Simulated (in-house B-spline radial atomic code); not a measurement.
Re²⁺. Computed with a B-spline radial atomic code. Model: non-relativistic spherical atom: semilocal Troullier-Martins pseudo-atom, one channel per l, against all electrons, high spin, G0W0 and RPA with empty states to l = 8, local potential for every l without a channel, a model core (radius 0 = none) keeps its share of the functional.

Without relativity these are model numbers for so heavy an element.

What the tables leave out is listed at the end.

The pseudopotential gives back the lowest level of each angular momentum of its own functional in the configuration it was made in; a second state of the same l is only approximately right. Exact exchange, RPA and GW see the smooth pseudo-orbitals and miss the exchange with the core, for which the functional's share stands in. The column with an uncorrelated core keeps all orbitals and exact exchange, and so separates missing core correlation from pseudisation. Only the three outermost levels and the lowest empty one were computed. RPA here is direct RPA, with no exchange kernel, and its energies carry an (l + 1/2)⁻⁴ tail. A hybrid on a potential with a model core restores only its own semilocal share of the core's exchange.

Command:
```bash
python run_psgw.py task.json out
```
Settings (lengths in bohr, energies in hartree):
```
Z                      75
electrons              73
configuration          [Xe] 4f14 5d5
generated_in           [Xe] 4f14 5d5 6s2
functional             lda,vwn
core_shells            8
radius_factor          1.3
core_correction        True
```

Run time, properties included: 64 s on 1 thread of Arm Neoverse N1, with other jobs on the host.

Given: made with LDA VWN5; model core radius 0.28 bohr; local radius 0.764 bohr; mean-field start PBE0.

Valence shells of the generating configuration: 4d, 5s, 4f, 5p, 5d, 6s.

Channel: s 1.334, p 1.416, d 0.58, f 1.807 (radii in bohr).

Computed: largest level miss in the spin-unpolarised generating configuration 0.154 eV; valence RPA correlation energy pseudo -3.2308 hartree; all-electron RPA polarisability, core included 8.0611 bohr³; pseudo-atom RPA polarisability 8.0647 bohr³.

```
          level  occupied  mean-field all-electron (eV)  mean-field pseudo minus all (eV)  G0W0 all-electron (eV)  G0W0 uncorrelated core minus all (eV)  G0W0 pseudo minus all (eV)  exchange self-energy all-electron (eV)  exchange self-energy pseudo (eV)
          5d up         1                       -25.016                            -0.016                 -29.444                                  0.007                       0.346                                 -29.351                           -27.521
        5p down         1                       -60.018                              -1.5                 -64.945                                 -0.129                      -3.413                                 -38.271                           -40.633
5d down (empty)         0                       -18.039                            -0.045                 -15.057                                  0.009                       0.333                                 -10.749                           -9.1004
```

What is the valence RPA correlation energy all-electron orbitals?

-2.8266 hartree.

Among the listed levels the largest G0W0 shift of the pseudo-atom is -3.41 eV, for 5p down on the PBE0 start, while leaving the core uncorrelated moves that level by -0.13 eV. So pseudisation and the lost core exchange, not the missing core correlation, make the error. Not in the tables (levels of low weight, unsolved or above zero; the highest and the empty levels are kept at any weight): on LDA, a start not tabulated, the G0W0 levels 5d up (pseudo minus all -0.14 eV, weights 0.29 and 0.19), 5p down (pseudo minus all -3.07 eV, weights 0.82 and 0.84), 5p up (pseudo minus all -2.31 eV, weights 0.05 and 0.06), 5d down (pseudo minus all -0.13 eV, weights 0.22 and 0.54); on PBE0 the G0W0 levels 5p up (pseudo minus all -2.46 eV, weights 0.03 and 0.06); no Hartree-Fock pseudo-atom is run with a model core.
